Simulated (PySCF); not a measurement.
Spinor energies of In⁺ (indium, charge +1)

Start: [Kr] 4d10 5s2. Calculated with PySCF 2.14 in x2c-TZVPPall-2c: generalised Hartree-Fock with the X2C-1e Hamiltonian and a Gaussian nucleus; one run each with spin-orbit coupling (SO) switched off, then screened by Boettger's factors.

```tsv
spinor shell	electrons	ε, spin-free (eV)	ε, screened SO (eV)	weight of nominal j (screened SO)	rms radius, screened SO (bohr)
1s1/2	2	-28089.1	-28086.6	1.000	0.0340
2s1/2	2	-4302.9	-4302.2	1.000	0.139
2p1/2	2	-3855.8	-4002.0	1.000	0.120
2p3/2	4	-3855.8	-3788.9	1.000	0.125
3s1/2	2	-861.56	-861.39	1.000	0.371
3p1/2	2	-711.49	-738.77	1.000	0.365
3p3/2	4	-711.49	-698.95	1.000	0.376
3d3/2	4	-479.17	-483.87	1.000	0.350
3d5/2	6	-479.17	-475.89	1.000	0.353
4s1/2	2	-151.77	-151.74	1.000	0.907
4p1/2	2	-104.71	-109.53	1.000	0.971
4p3/2	4	-104.71	-102.50	1.000	1.00
4d3/2	4	-34.916	-35.488	1.000	1.26
4d5/2	6	-34.916	-34.529	1.000	1.28
5s1/2	2	-17.310	-17.313	1.000	2.76
```

| quantity | spin-free | screened SO |
| --- | --- | --- |
| E (hartree) | -5877.43113 | -5878.71393 |
| M_J | 0 | 0 |
| ⟨J²⟩ | 0.000 | 0.000 |
| ⟨L²⟩ | 0.000 | 0.017 |
| ⟨S²⟩ | 0.000 | 0.017 |

Breit and QED terms are absent; they matter most for the inner s and p1/2 levels.

Densities and radii are taken from the X2C orbitals without a picture-change correction, which distorts them close to the nucleus.

Without spin-orbit coupling the j labels of p, d and f shells carry no meaning; the spin-free column gives the mean over the occupied spinors of each nl shell.
